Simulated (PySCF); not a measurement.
## Correlation energy of Al (aluminium, neutral)

[Ne] 3s1 3p1 4s1, high-spin 4P determinant (an excited configuration). All numbers are calculated (PySCF 2.14, the non-relativistic Hamiltonian (point nucleus), in dyall-av2z). Frozen: [Ne]; 3 electrons correlated; the 15 highest virtual orbitals of each spin left out.

```tsv
level	correlation energy (mhartree)
CCSD	-10.21
(T)	-0.07
CCSD(T)	-10.28
CCSDT	-10.33
FCI	-10.33
```

Diagnostics: T1 = 0.013, D1 = 0.0289, largest double amplitude 0.041, weight of the Hartree-Fock determinant in FCI 0.9765 (4060 determinants).

The outer electron is Rydberg-like, and this basis confines it to a smaller radius and binds it less than a complete one would.

Cost of the coupled-cluster step: roughly 0.3 core-seconds, for 3 correlated electrons.

Iterations:

```
CC2 = 0
CCSD nocc = (np.int64(3), np.int64(0)), nmo = (30, 30)
frozen orbitals [[0, 1, 2, 3, 4, 35, 36, 37, 38, 39, 40, 41, 42, 43, 44, 45, 46, 47, 48, 49], [0, 1, 2, 3, 4, 35, 36, 37, 38, 39, 40, 41, 42, 43, 44, 45, 46, 47, 48, 49]]
max_cycle = 100
direct = 0
conv_tol = 1e-08
conv_tol_normt = 1e-06
diis_space = 8
diis_start_cycle = 0
Init t2, MP2 energy = -0.00566218390545468
Init E_corr(UCCSD) = -0.005662183905849
cycle = 1  E_corr(UCCSD) = -0.00805149360263101  dE = -0.0023893097  norm(t1,t2) = 0.0358283
cycle = 2  E_corr(UCCSD) = -0.00912832174751926  dE = -0.00107682814  norm(t1,t2) = 0.0181511
cycle = 3  E_corr(UCCSD) = -0.0101333342853669  dE = -0.00100501254  norm(t1,t2) = 0.00992333
cycle = 4  E_corr(UCCSD) = -0.0101272187691773  dE = 6.11551619e-06  norm(t1,t2) = 0.00393961
cycle = 5  E_corr(UCCSD) = -0.0102200815436733  dE = -9.28627745e-05  norm(t1,t2) = 0.00256809
cycle = 6  E_corr(UCCSD) = -0.0101985188268575  dE = 2.15627168e-05  norm(t1,t2) = 0.00043952
cycle = 7  E_corr(UCCSD) = -0.0102156004748892  dE = -1.7081648e-05  norm(t1,t2) = 0.000144128
cycle = 8  E_corr(UCCSD) = -0.0102073935253402  dE = 8.20694955e-06  norm(t1,t2) = 6.3807e-05
cycle = 9  E_corr(UCCSD) = -0.0102101686319177  dE = -2.77510658e-06  norm(t1,t2) = 3.14601e-05
cycle = 10  E_corr(UCCSD) = -0.0102103761143589  dE = -2.07482441e-07  norm(t1,t2) = 4.45223e-06
cycle = 11  E_corr(UCCSD) = -0.0102103980323817  dE = -2.19180228e-08  norm(t1,t2) = 9.433e-07
cycle = 12  E_corr(UCCSD) = -0.0102103955149208  dE = 2.51746089e-09  norm(t1,t2) = 2.16726e-07
UCCSD converged
E(UCCSD) = -241.6484100105652  E_corr = -0.01021039551492082
UCCSD(T) correction = -7.34470910372867e-05
```
